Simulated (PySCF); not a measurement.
## Cost of response and excited-state runs on `COC1=C(OC)CC[P@@]1(CCC)=[Se]`, C9H17O2PSe

Geometry:
```
atom   x (Å)   y (Å)   z (Å)
  C1  -3.968  -0.039   1.217
  C2  -2.895  -0.715   0.375
  C3  -1.531  -0.069   0.586
  P4  -0.235  -0.909  -0.434
 Se5  -0.294  -3.005  -0.384
  C6  -0.393  -0.245  -2.144
  C7   0.498   0.989  -2.223
  C8   1.537   0.897  -1.134
  O9   2.550   1.775  -1.310
 C10   3.648   1.743  -0.421
 C11   1.307   0.027  -0.133
 O12   2.067  -0.085   1.002
 C13   1.987  -1.329   1.656
 H14  -3.731  -0.120   2.275
 H15  -4.048   1.016   0.962
 H16  -4.933  -0.508   1.045
 H17  -2.828  -1.773   0.639
 H18  -3.165  -0.660  -0.682
 H19  -1.231  -0.149   1.636
 H20  -1.539   0.989   0.311
 H21  -1.434  -0.041  -2.397
 H22  -0.036  -1.037  -2.808
 H23  -0.080   1.905  -2.077
 H24   0.997   1.073  -3.190
 H25   4.319   2.531  -0.759
 H26   3.334   1.932   0.607
 H27   4.160   0.778  -0.466
 H28   2.639  -1.257   2.524
 H29   2.319  -2.147   1.010
 H30   0.961  -1.536   1.986
```

PySCF with density fitting, on 1 thread of an Arm Neoverse V1, shared host. Command: `OMP_NUM_THREADS=1 python excited_run.py task.json out`

Question: How long does this run take, and how much memory?
- excited states, CAM-B3LYP/6-31G*; Tamm-Dancoff; spin-orbit couplings; 6 states; 5 triplets; quadratic response for 4 states

Answer: 
| run | level | basis functions | wall time | peak memory (GiB) |
| --- | --- | --- | --- | --- |
| excited states | CAM-B3LYP/6-31G* | 238 | 2.2 min | 1.6 |

Times from a shared host are rough.
